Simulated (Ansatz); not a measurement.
Born–Oppenheimer molecular dynamics of C2H8BN (12 atoms, charge 0, multiplicity 1). It starts from a rough guess of a transition structure, not a stationary point.

Theory: UKS B3LYP/6-31G (Ansatz 0.2.0).

```yaml
ensemble: NVE (velocity Verlet)
time_step: 0.5 fs
steps_asked: 150
starting_velocities_drawn_for: 1000 K
seed: 572429
```

First frame:

```xyz
12
Properties=species:S:1:pos:R:3
B -0.031 -0.318 -0.340
C 1.035 0.680 0.807
N 0.845 -1.049 -1.048
H 1.447 -0.267 -0.139
C -1.595 -0.076 -0.213
H 2.126 0.724 0.898
H 0.714 1.690 0.574
H 0.659 0.390 1.782
H 0.763 -1.738 -1.774
H -1.882 0.886 -0.632
H -1.921 -0.080 0.825
H -2.160 -0.841 -0.741
```

(1) How far do the bonds stretch over the last three quarters of this one trajectory? (Pairs bonded in most of those frames.)

Answers

(1) 
```json
{"bond": "B1–C2", "mean (Å)": "1.622", "spread (Å)": "0.137", "shortest": "1.40", "longest": "1.86"}
{"bond": "B1–N3", "mean (Å)": "1.448", "spread (Å)": "0.052", "shortest": "1.33", "longest": "1.54"}
{"bond": "B1–C5", "mean (Å)": "1.683", "spread (Å)": "0.149", "shortest": "1.41", "longest": "1.91"}
{"bond": "C2–H6", "mean (Å)": "1.114", "spread (Å)": "0.031", "shortest": "1.06", "longest": "1.18"}
{"bond": "C2–H7", "mean (Å)": "1.136", "spread (Å)": "0.079", "shortest": "0.99", "longest": "1.27"}
{"bond": "C2–H8", "mean (Å)": "1.113", "spread (Å)": "0.045", "shortest": "1.03", "longest": "1.19"}
{"bond": "N3–H4", "mean (Å)": "1.064", "spread (Å)": "0.114", "shortest": "0.87", "longest": "1.25"}
{"bond": "N3–H9", "mean (Å)": "1.047", "spread (Å)": "0.070", "shortest": "0.92", "longest": "1.20"}
{"bond": "C5–H10", "mean (Å)": "1.105", "spread (Å)": "0.028", "shortest": "1.06", "longest": "1.15"}
{"bond": "C5–H11", "mean (Å)": "1.103", "spread (Å)": "0.024", "shortest": "1.06", "longest": "1.15"}
{"bond": "C5–H12", "mean (Å)": "1.102", "spread (Å)": "0.014", "shortest": "1.07", "longest": "1.13"}
```

Mean temperature of the second half: 1873 K. The conserved energy stayed within 1.4 meV per atom of its start (net change 0.62 meV per atom), so the integration is sound. The kinetic energy rose, since the run started high on the potential surface and went downhill. A run of 0.075 ps of so small a system gives no equilibrium averages. The orbitals were unrestricted but ended closed-shell. Limits of this set-up: no polarisation functions.

Time of the run: 8.3 min on 1 thread of Arm Neoverse V1 (shared host), peak memory 0.15 GiB.
